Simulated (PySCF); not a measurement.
**SMILES [Cl][GeH2][O]C1=CC1, C3H5ClGeO**

Geometry:
| atom | x (Å) | y (Å) | z (Å) |
| --- | --- | --- | --- |
| Cl1 | 2.492 | 1.438 | -0.433 |
| Ge2 | 1.929 | -0.575 | 0.063 |
| O3 | 0.460 | -0.505 | 1.103 |
| C4 | -0.674 | -0.059 | 0.587 |
| C5 | -1.919 | 0.267 | 0.743 |
| C6 | -1.327 | 0.419 | -0.657 |
| H7 | 1.589 | -1.306 | -1.237 |
| H8 | 2.982 | -1.199 | 0.974 |
| H9 | -2.819 | 0.397 | 1.333 |
| H10 | -1.607 | -0.295 | -1.452 |
| H11 | -1.096 | 1.426 | -1.047 |

Method used: TDDFT wB97X-D/def2-SVPD excited states, vertical, gas phase (PySCF 2.14.0). Geometry: PBE0-D3(BJ)/def2-SVP.

The calculation is non-relativistic, which matters for the atoms heavier than Zn.

Q: How strongly do the lowest singlets absorb one photon, and two photons of half the energy?

A: δ for parallel linear polarisation; σ at the peak of a Lorentzian of half width 0.1 eV, single beam; Ω is circular over linear.
```csv
state,E (eV),f,photon λ (nm),δ (au),σ (GM),Ω,main
S1,5.82,0.036,426,88.7,1.10,0.71,"HOMO→LUMO 0.53, HOMO→LUMO+1 0.30"
S2,6.02,0.024,412,66.9,0.89,0.56,"HOMO→LUMO+1 0.46, HOMO→LUMO 0.39"
S3,6.42,0.109,387,4.92,0.07,0.72,"HOMO→LUMO+2 0.46, HOMO→LUMO+4 0.23"
S4,6.83,0.013,363,144,2.46,0.70,"HOMO→LUMO+5 0.32, HOMO→LUMO+3 0.22"
S5,6.94,0.019,357,28.1,0.50,1.09,"HOMO→LUMO+4 0.50, HOMO→LUMO+6 0.17"
```

Among these, the strongest one-photon state is S3, the strongest two-photon state S4, with a dipole change of 3.9 D (relaxed, norm of the difference vector).
